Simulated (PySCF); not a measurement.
**Dipole moment and polarisability of perfluoropropionyl chloride**

Species: perfluoropropionyl chloride, C₃ClF₅O.
Geometry (GFN2-xTB, Å), atoms numbered from 1 in this order:
```
atom  x, y, z in Å
O1     1.6906   -0.8812    1.2824
C2     1.3864   -0.2354    0.3416
Cl3    2.3085    1.0749   -0.2923
C4     0.0708   -0.4495   -0.4551
F5    -0.2779   -1.7487   -0.4209
F6     0.2004   -0.1067   -1.7492
C7    -1.0851    0.3918    0.1718
F8    -1.2717    0.0568    1.4442
F9    -2.2257    0.2125   -0.4776
F10   -0.7872    1.6903    0.1325
```

Level: B3LYP/def2-SVPD (PySCF), static field, nuclei fixed, core orbitals frozen in the response. The polarisability tensor in these axes (au):

```
x   61.13  6.24  0.15
y    6.24 58.17 -6.34
z    0.15 -6.34 54.08
```

Problem. Give the principal values, the mean and the anisotropy Δα = √{½[(α1 − α2)² + (α2 − α3)² + (α1 − α3)²]}.

Solution. Principal values 48.19, 57.86 and 67.33 au; mean 57.79 au = 8.56 Å³ = 9.53 × 10⁻⁴⁰ C²·m²/J; Δα = 16.58 au (29 % of the mean).

Problem. What is the dipole moment, and where does it point?

Solution. (0.34, 0.79, -0.70) D, 1.11 D in size, pointing from the negative to the positive side. Measured along this direction, the outermost atoms are F8 at the negative end and Cl3 at the positive end.

Problem. Along which axes do the principal values lie, and how far do the nuclei extend along each?

Solution. Largest value along (0.67, 0.67, -0.31), where the nuclei span 3.63 Å; middle along (0.67, -0.37, 0.64), 4.16 Å; least along (-0.32, 0.64, 0.70), 2.80 Å. The strongest response doesn't lie along the longest of the three spans.

Problem. Find the Langevin capture rate constant for O2+ (31.990 u) meeting this molecule (181.956 u), k = 2.342 × 10⁻⁹ cm³/s × √(α in Å³ / reduced mass in u).

Solution. The reduced mass is 27.21 u, so k = 1.31 × 10⁻⁹ cm³/s. The formula leaves out the permanent dipole, which adds to the capture rate.

Problem. Form Σ f/ω² (atomic units) for the 8 lowest TDDFT singlets, given as eV and f, and set it beside the mean polarisability, which is this sum over all singlets: 4.75, 0.0011; 5.76, 0.0009; 6.52, 0.0415; 7.56, 0.0232; 8.16, 0.0758; 8.41, 0.0024; 8.48, 0.1536; 8.58, 0.0030.

Solution. They add up to 3.56 au, 6.2 % of the 57.79 au; the largest single term is 1.58 au, from the state at 8.48 eV. Terms in order: 0.03, 0.02, 0.72, 0.30, 0.84, 0.02, 1.58, 0.03 au. Higher excitations give the rest. The strengths listed sum to 0.301.

Geometry: GFN2-xTB, one conformer, isolated molecule.

The run behind these numbers computed excited states as well. The run took 52 s of wall time (grids of density and orbitals included) on an x86-64 server with one thread, on a shared host.
